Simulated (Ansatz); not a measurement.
Geometry optimisation, RKS PBE0-D4/def2-SVP in Ansatz 0.2.0.

Input:

```yaml
crystal:
  periodic: [false, false, false]
  atoms:
    - { symbol: C, position_ang: [-0.2062, -0.8345, -1.3151] }
    - { symbol: C, position_ang: [-0.2096, -0.2787, -0.0861] }
    - { symbol: Si, position_ang: [0.5638, -1.1449, 1.3418] }
    - { symbol: O, position_ang: [-0.7871, 0.9495, 0.2286] }
    - { symbol: C, position_ang: [-0.4381, 2.0269, -0.4638] }
    - { symbol: S, position_ang: [-1.2208, 3.4842, -0.1493] }
    - { symbol: H, position_ang: [0.2348, -1.7383, -1.5758] }
    - { symbol: H, position_ang: [-0.7468, -0.2663, -2.1349] }
    - { symbol: H, position_ang: [-0.4208, -1.5254, 2.3997] }
    - { symbol: H, position_ang: [1.5931, -0.2387, 2.008] }
    - { symbol: H, position_ang: [1.2928, -2.3624, 0.8958] }
    - { symbol: H, position_ang: [0.4219, 1.8734, -1.1146] }
basis:
  gaussian: { orbitals: def2-SVP }
hamiltonian:
  xc: pbe0
  dispersion: d4
relax:
  f_tol: 0.02
  max_steps: 50
output:
  orbitals: {}
```

Command:

```bash
$ ansatz run input.yaml --threads 2 --pin off --max-ram 3072MiB --backend cpu --events-out ev --progress --plain --runs-dir out
```

Q: Where does it end, and by what steps?

A: The run converged. After 10 steps the energy has fallen by 0.348 eV; H12 moved furthest, 0.28 Å.

| step | energy less start (eV) | largest force component (eV/Å) | accepted |
| --- | --- | --- | --- |
| 0 | 0.0000 | 3.796 | yes |
| 1 | -0.1305 | 1.651 | yes |
| 2 | -0.2649 | 1.517 | yes |
| 3 | -0.1936 | 1.565 | no |
| 4 | -0.3369 | 0.291 | yes |
| 5 | -0.3450 | 0.141 | yes |
| 6 | -0.3414 | 0.180 | no |
| 7 | -0.3477 | 0.036 | yes |
| 8 | -0.3477 | 0.041 | yes |
| 9 | -0.3480 | 0.031 | yes |
| 10 | -0.3482 | 0.008 | yes |

```xyz
12
Properties=species:S:1:pos:R:3
C -0.157 -0.706 -1.314
C -0.114 -0.260 -0.054
Si 0.608 -1.202 1.415
O -0.651 0.961 0.316
C -0.522 2.029 -0.476
S -1.314 3.413 -0.244
H 0.279 -1.676 -1.560
H -0.638 -0.148 -2.124
H -0.455 -1.425 2.436
H 1.713 -0.404 2.021
H 1.125 -2.506 0.909
H 0.205 1.870 -1.291
```

Run time: 55 s on 2 threads of Arm Neoverse V1 (shared host), peak memory 0.3 GiB.
